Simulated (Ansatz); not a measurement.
Coupled-cluster diagnostics for (BeO)4 cube (Be₄O₄), Ansatz.

Geometry of the singlet (B3LYP-D4/def2-SVP):

```xyz
8

Be    0.746   -0.439   -0.931
Be   -0.701   -0.952    0.466
Be   -0.766    0.903   -0.461
Be    0.721    0.488    0.926
O     0.916   -1.081    0.552
O    -0.862   -0.584   -1.108
O     0.839    1.139   -0.557
O    -0.892    0.525    1.113
```

Correlated methods freeze 4 core orbitals. Another isomer (singlet) lies 1.70 eV lower at PBE0-D4/def2-TZVP; other spin states weren't run for this one.

Question: Estimate the CCSD(T) correlation energy, the shares of MP2 and (T), T1 and the reference's ⟨S²⟩ for: charge 0, singlet, own geometry in def2-SVP; and the rough time on 2 threads of AMD EPYC 7R43 on a shared host.

Answer: 
```csv
state,basis,correlation (eV),MP2 share (%),(T) share (%),T1,⟨S²⟩ (pure),wall time
"charge 0, singlet, own geometry",def2-SVP,-24.036,97.4,2.4,0.016,0.00 (0.00),14 s
```
Customary marks for T1 are 0.02 (closed shells), 0.045 (open shells) and about 0.05 (3d metals). T1 stays under 0.02 throughout.
